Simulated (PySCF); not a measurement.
# Identify the compound

An unknown has the formula C2F4O. Its calculated NMR data are:

$^{13}$C{$^{1}$H} NMR (computed): δ 159.4 (C, dq, J = 450.9, 53.9 Hz), 127.4 (C, qd, J = 356.6, 97.8 Hz).

No solvent, non-relativistic, equivalent nuclei averaged, single conformer. J couplings at B3LYP/pcJ-1; NMR shieldings at PBE/pcSseg-2/GIAO; PBE0-D3(BJ)/def2-SVP structure; PySCF 2.14.

Chemical shifts δ = σref − σ; $^{13}$C vs TMS, all at this level.

Task: Deduce the structure.

Result: 
- Rings plus π bonds: 1 (no ring in the answer).
- 2 carbon signals for 2 carbons: no two carbons are equivalent.
- Carbon types of the structure: 2 × C.
- δC 159.4: carbonyl carbon.
- δC 127.4: CF3 carbon; 3 electronegative neighbours deshield it.

The compound is `InChI=1S/C2F4O/c3-1(7)2(4,5)6`.

The shifts were computed for this structure.

Common functionals overestimate the size of one-bond C–F couplings by tens of Hz; these are unscaled. Shifts are as computed, not scaled to solution data. Of 1211 compounds with measured shifts, 218 miss one by over three times the rms of a fit or turn the order of signals round; such compounds aren't used in these exercises.
